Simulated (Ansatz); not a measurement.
Ansatz (a quantum-chemistry and plane-wave program) input (B3LYP-D3(BJ)/def2-TZVP):

Ansatz 0.2 input:
```yaml
crystal:
  periodic: [false, false, false]
  atoms:
    - {symbol: Zn, position_ang: [0.58024466, 0.14349001, -0.62340415]}
    - {symbol: H, position_ang: [-0.60470924, -0.16174088, 0.56208140]}
basis:
  gaussian:
    orbitals: def2-TZVP
hamiltonian:
  xc: b3lyp
  dispersion: d3bj
magnetization: {spin_polarized: true, initial_magnetization: 1}
relax: {f_tol: 0.002, max_steps: 150}
```

Output:

```
Functional definition: B3LYP
integrals: 0.01 GiB planned
491 factors; integrals over basis functions are off by at most 2.6e-4 eV
mean field: 0.17 GiB planned
mean field evaluation 1: about -48434.8278 eV, gradient 2.1e1 eV
mean field evaluation 2: about -48433.4278 eV, gradient 4.0e1 eV
mean field evaluation 4: about -48435.9754 eV, gradient 5.2e-1 eV
mean field evaluation 8: about -48436.0006 eV, gradient 8.0e-3 eV
mean field evaluation 16: about -48436.0006 eV, gradient 2.6e-5 eV
mean field -48436.00060698 eV, -1779.9901912061 hartree, gradient 2.6e-5 eV, S^2 0.757516; 0 other end points of the search recorded, 0 dependent functions left out
the calculation of the forces begins
reference -48436.00078607 eV, -1779.9901977874 hartree; 16, 15 occupied and 38, 39 virtual orbitals, 491 factors
relax step   1: F+E_penalty+E_count = -48436.02343922 eV  Δ(F+E_penalty+E_count) = +0.000e0 eV  max|allowed force component| = 3.272e-1 eV/Å  Δτ_max = 0.0000 Å  (27 SCF iters, accepted)
these checks for a lower state are left out or cut short: starts, cluster_reference, orbital_swaps, neighbouring_geometries, increment
integrals: 0.01 GiB planned
491 factors; integrals over basis functions are off by at most 2.4e-4 eV
mean field: 0.17 GiB planned
mean field -48436.01796242 eV, -1779.9908290069 hartree, gradient 1.6e-5 eV, S^2 0.756545; 0 other end points of the search recorded, 0 dependent functions left out
the calculation of the forces begins
reference -48436.01814075 eV, -1779.9908355601 hartree; 16, 15 occupied and 38, 39 virtual orbitals, 491 factors
relax step   2: F+E_penalty+E_count = -48436.03961851 eV  Δ(F+E_penalty+E_count) = -1.618e-2 eV  max|allowed force component| = 1.026e-1 eV/Å  Δτ_max = 0.0256 Å  (32 SCF iters, accepted)
these checks for a lower state are left out or cut short: starts, cluster_reference, orbital_swaps, neighbouring_geometries, increment
integrals: 0.01 GiB planned
491 factors; integrals over basis functions are off by at most 2.4e-4 eV
mean field: 0.17 GiB planned
mean field -48436.01989344 eV, -1779.9908999703 hartree, gradient 9.2e-6 eV, S^2 0.756184; 0 other end points of the search recorded, 0 dependent functions left out
the calculation of the forces begins
reference -48436.02007144 eV, -1779.9909065118 hartree; 16, 15 occupied and 38, 39 virtual orbitals, 491 factors
relax step   3: F+E_penalty+E_count = -48436.04109382 eV  Δ(F+E_penalty+E_count) = -1.475e-3 eV  max|allowed force component| = 5.882e-3 eV/Å  Δτ_max = 0.0104 Å  (27 SCF iters, accepted)
these checks for a lower state are left out or cut short: starts, cluster_reference, orbital_swaps, neighbouring_geometries, increment
integrals: 0.01 GiB planned
491 factors; integrals over basis functions are off by at most 2.4e-4 eV
mean field: 0.17 GiB planned
mean field evaluation 32: about -48435.9951 eV, gradient 1.4e-1 eV
mean field -48436.01987535 eV, -1779.9908993058 hartree, gradient 2.2e-5 eV, S^2 0.756202; 0 other end points of the search recorded, 0 dependent functions left out
the calculation of the forces begins
reference -48436.02005337 eV, -1779.9909058479 hartree; 16, 15 occupied and 38, 39 virtual orbitals, 491 factors
relax step   4: F+E_penalty+E_count = -48436.04109837 eV  Δ(F+E_penalty+E_count) = -4.550e-6 eV  max|allowed force component| = 4.154e-6 eV/Å  Δτ_max = 0.0005 Å  (21 SCF iters, accepted)
integrals: 0.01 GiB planned
491 factors; integrals over basis functions are off by at most 2.4e-4 eV
mean field: 0.17 GiB planned
mean field -48436.01987535 eV, -1779.9908993058 hartree, gradient 2.2e-5 eV, S^2 0.756202; 1 other end points of the search recorded, 0 dependent functions left out
the calculation of the forces begins
reference -48436.02005337 eV, -1779.9909058479 hartree; 16, 15 occupied and 38, 39 virtual orbitals, 491 factors
Total energy: -48436.04127639 eV, -1779.9916857795 hartree
Atom 0 at     0.555556     0.137131    -0.598705 Å, force     0.000004     0.000001    -0.000004 eV/Å
Atom 1 at    -0.580021    -0.155381     0.537382 Å, force    -0.000004    -0.000001     0.000004 eV/Å
Dipole moment:     0.074466     0.019182    -0.074499 e Å
```

The spin state was set by rule; other spins were not relaxed.
